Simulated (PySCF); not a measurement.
C2H8SiZn, SMILES [Zn]([CH2]C)[SiH3].

Coordinates come from a TPSSh-D3(BJ)/def2-SVP optimisation. The structure was generated by enumeration; whether it is a known compound was not checked. One conformer was computed; it need not be the lowest.

Calculation: CAM-B3LYP/def2-TZVP in PySCF.

Gas-phase values at a fixed geometry.

```
Property                                                                                                         Value
---------------------------------------------------------------------------------------------  -----------------------
total energy                                                                                       -2150.00048 hartree
highest occupied level                                                                                        -7.95 eV
lowest empty level                                                                                            -0.02 eV
orbital gap                                                                                                    7.93 eV
dipole moment                                                                                                   1.05 D
quadrupole, principal values (traceless, Buckingham form, about the centre of nuclear charge)    -8.87, 3.93, 4.94 D·Å
mean static polarisability                                                                       83.0 bohr³ (12.30 Å³)
polarisability, principal values                                                               67.0, 69.8, 112.3 bohr³
```
